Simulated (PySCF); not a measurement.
Zn(Br)(iPr), C₃H₇BrZn, SMILES C[CH](C)[Zn][Br] (CAM-B3LYP/def2-SVP optimised geometry):

```
12

Zn    -0.692     0.037     0.000
Br    -2.942     0.041     0.011
C      1.265     0.037     0.000
C      1.838     1.103    -0.936
C      1.839    -1.348    -0.304
H      1.544     0.304     1.034
H      2.942     1.121    -0.881
H      1.578     0.910    -1.990
H      1.485     2.117    -0.691
H      1.486    -2.117     0.401
H      2.942    -1.336    -0.247
H      1.578    -1.689    -1.319
```

Calculation: CAM-B3LYP/def2-TZVP (PySCF).

### Question
What are the frontier orbital energies and the dipole moment?

### Answer
HOMO-2 -9.43 eV, HOMO-1 -9.43 eV, HOMO -8.77 eV, LUMO 0.26 eV, LUMO+1 0.47 eV; dipole moment 2.60 D.

On the same geometry PBE/def2-TZVP (PySCF 2.14.0) gives HOMO-2 -6.84 eV, HOMO-1 -6.83 eV, HOMO -6.41 eV, LUMO -1.40 eV, LUMO+1 -1.02 eV; dipole moment 2.61 D.

Meta-Löwdin charges at CAM-B3LYP/def2-TZVP: Zn1 1.07, Br2 -0.66, C3 -0.47, C4 -0.32, C5 -0.32, H6 0.10, H7 0.10, H8 0.10, H9 0.10, H10 0.10, H11 0.10, H12 0.10.
